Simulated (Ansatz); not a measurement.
Calculated with Ansatz (gas phase, PBE0-D4/def2-TZVP geometries, no zero-point term in ΔE). CCSD(T)/CBS adds triple-zeta CCSD(T) − MP2 to the extrapolated MP2 energy (def2 sets, frozen cores). This one scheme is used for every species. Each species was taken in one conformer, which may not be the lowest.

`[CH3][Al]([OH])[O][SiH3]` + H₂S → `[OH][Al]([SH])[O][SiH3]` + CH₄  (ligand exchange at the Al–C bond)

```tsv
species	SCS-MP2/def2-QZVPP energy (Eh)
`[CH3][Al]([OH])[O][SiH3]`	-723.76673
H₂S	-398.93269
`[OH][Al]([SH])[O][SiH3]`	-1082.30668
CH₄	-40.43589
```

Task: Work out ΔE.

Result: ΔE = (-1082.30668) + (-40.43589) − (-723.76673) − (-398.93269) = -0.04315 Eh = -113.3 kJ/mol. CCSD(T)/CBS gives -111.3 kJ/mol.

Largest T1 diagnostic among the species: 0.012.

Leaving LDA and LC-ωPBE aside and taking each functional with its dispersion term where it has one, the values, not all of them listed here, spread over 7.9 kJ/mol, from r2SCAN0-D4 to ωB97M-V. LDA lies +3.7 kJ/mol from PBE without D4. From BLYP to BHLYP (50 % exact exchange), in def2-TZVPP and without D4, ΔE moves by −6.9 kJ/mol.
